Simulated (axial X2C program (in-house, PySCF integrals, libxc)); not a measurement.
## Low determinants of PtC at the PBE0 level, without spin–orbit coupling

All values were computed with an in-house all-electron X2C program for linear molecules (integrals from PySCF). Spin-free means the one-electron spin-free X2C Hamiltonian. Basis: Pt dyall-cv3z [13s14p9d6f4g], C dyall-v3z [7s6p2d1f] (cores contracted in-house); Gaussian nuclei, density fitting, unrestricted open shells. Masses: Pt 194.965 u, C 12.000 u.

Search at 1.668 Å (vertical energies from the lowest determinant):

```
ΔE (eV)           state  electrons beyond evenly filled partner blocks  electrons in σ, π, δ, φ
   0.00  M_S = 0, Λ = 0                                   closed shell               32 32 16 4
   1.46  M_S = 1, Λ = 1                                        σα, π+α               31 33 16 4
   1.73  M_S = 0, Λ = 1                                        σα, π+β               31 33 16 4
   2.99  M_S = 1, Λ = 0                                         2 × σα               32 32 16 4
   3.04  M_S = 1, Λ = 3                             π+α, δ+α, δ+β, δ-α               32 33 15 4
   3.04  M_S = 1, Λ = 1                             π-α, δ+α, δ+β, δ-α               32 33 15 4
   3.16  M_S = 0, Λ = 1                             π-β, δ+α, δ+β, δ-α               32 33 15 4
```

Lowest determinant, M_S = 0, Λ = 0 (closed shell): Re = 1.660 Å, ωe = 1109.5 cm⁻¹.

The determinant in row 2 of the search, M_S = 1, Λ = 1 (beyond evenly filled blocks: σα, π+α), was followed along the bond at PBE0; measured from the minimum of the lowest determinant it gives:

Te = 1.428 eV (11520 cm⁻¹), Re = 1.711 Å, ωe = 936.1 cm⁻¹.

Task: Compare the bond of the determinant in row 2 with that of the lowest one.

Result: At PBE0 its Re is 0.051 Å longer and its force constant, which goes as ωe², is 0.71 times that of the lowest determinant. T0 ≈ Te + Δωe/2 = 11520 + (-87) = 11433 cm⁻¹.

The search compares states at one distance, so a state with another bond length can lie lower; it is not exhaustive and yields mostly the lowest determinant of each block pattern, so other components and higher states of one pattern are missing. These are energies of single determinants, not of spin-adapted states; PBE0 term energies can be off by some tenths of an eV, and the functional has no current term. Spin–orbit coupling is large for these atoms, so the spin-free order is a model.
